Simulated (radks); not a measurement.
Task: These are the eigenvalues of the occupied orbitals of an atom or ion with whole-number occupations (hartree). All-electron calculation, non-relativistic Kohn-Sham, exchange-only PBE, spin-polarised, spherical densities, point nucleus. Program: a radial shooting solver on a logarithmic mesh with Libxc functionals.

1s: -2829.779
2s: -475.4339
2p: -457.6002
3s: -112.7912
3p: -104.3310
3d: -88.54253
4s: -24.72087
4p: -21.02896
4d: -14.22252
4f: -5.03345
5s: -4.02369
5p: -2.81033
5d: -0.88651
6s: -0.48073

Which element is it, and in what charge state? The configuration may be excited. Open shells, if any, are filled with parallel spins first.

Result: Z = 81, thallium, charge +1: Tl+ in [Hg]. The list shows which subshells hold electrons but not how many an open one holds; the 1s level, -2829.8 hartree, gives Z - s = 75.2 by -(Z - s)^2/2, which with screening narrows Z to a few neighbours, and the depths of the outer levels then fix element, charge and occupations together.
